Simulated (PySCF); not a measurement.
Two species compared at the same levels of theory.

First species: C2H5F3OSi.
Z-matrix (Å and degrees, GFN2-xTB geometry), rows numbered from 1:
```
F 
C   1  1.3449
F   2  1.3348  1  106.72
F   2  1.3348  1  106.72  3  -114.41
C   2  1.5263  1  110.69  3   122.79
O   5  1.3766  2  108.97  1  -179.84
Si  6  1.6339  5  128.63  2   179.91
H   5  1.0979  2  107.42  1    58.73
H   5  1.0979  2  107.41  1   -58.44
H   7  1.4492  6   98.04  5  -179.96
H   7  1.4650  6  109.94  5    59.53
H   7  1.4650  6  109.93  5   -59.45
```

Second species: C₃H₁₀O₂SSi₂.
Atom-mapped SMILES: `[CH3:1][C:2](=[S:3])[O:4][SiH2:5][O:6][CH2:7][SiH3:8]` (hydrogens: H9, H10, H11 on C1; H12, H13 on Si5; H14, H15 on C7; H16, H17, H18 on Si8)

Levels: PBE0/pcSseg-1 for dipole moment, HOMO energy, LUMO energy and HOMO–LUMO gap; GFN2-xTB for rotational constant A and rotational constant C. Geometries: GFN2-xTB. Each structure is a single optimised conformer of the isolated species, non-relativistic unless stated. Electronic properties by PySCF.

Dipoles, sizes and rotational constants follow the conformer. The torsions of the flexible species, by atom-mapped SMILES:
- `[F:1][C:2]([F:3])([F:4])[CH2:5][O:6][SiH3:7]`: F1–C2–C5–O6 180°, C2–C5–O6–Si7 180°
- `[CH3:1][C:2](=[S:3])[O:4][SiH2:5][O:6][CH2:7][SiH3:8]`: C1–C2–O4–Si5 180°, C2–O4–Si5–O6 180°, O4–Si5–O6–C7 177°, Si5–O6–C7–Si8 -127°

Values for the first species:

```
Dipole moment         : 2.95 D
HOMO energy           : -8.74 eV
LUMO energy           : -0.08 eV
HOMO–LUMO gap         : 8.66 eV
Rotational constant A : 5.070 GHz
Rotational constant C : 1.012 GHz
```

Question: Estimate the same properties for the second species, and the change in each.

Answer: 
```json
{"property": "dipole moment", "first": "2.95 D", "second": "2.15 D", "second less first": "-0.80 D"}
{"property": "HOMO energy", "first": "-8.74 eV", "second": "-6.69 eV", "second less first": "+2.05 eV"}
{"property": "LUMO energy", "first": "-0.08 eV", "second": "-1.40 eV", "second less first": "-1.32 eV"}
{"property": "HOMO–LUMO gap", "first": "8.66 eV", "second": "5.29 eV", "second less first": "-3.37 eV"}
{"property": "rotational constant A", "first": "5.070 GHz", "second": "3.190 GHz", "second less first": "-1.880 GHz"}
{"property": "rotational constant C", "first": "1.012 GHz", "second": "0.415 GHz", "second less first": "-0.597 GHz"}
```

On the first: The dipole matches unit charges of opposite sign 0.61 Å apart (1 e·Å = 4.8032 D).

On the second: In atomic units the dipole is 0.85 e·bohr (1 au = 2.5417 D). A dipole of 2.15 D is allowed in C1, and pure rotational transitions are dipole-allowed. GFN2-xTB frequencies show an imaginary mode (22i cm⁻¹), so this geometry is no minimum at that level.
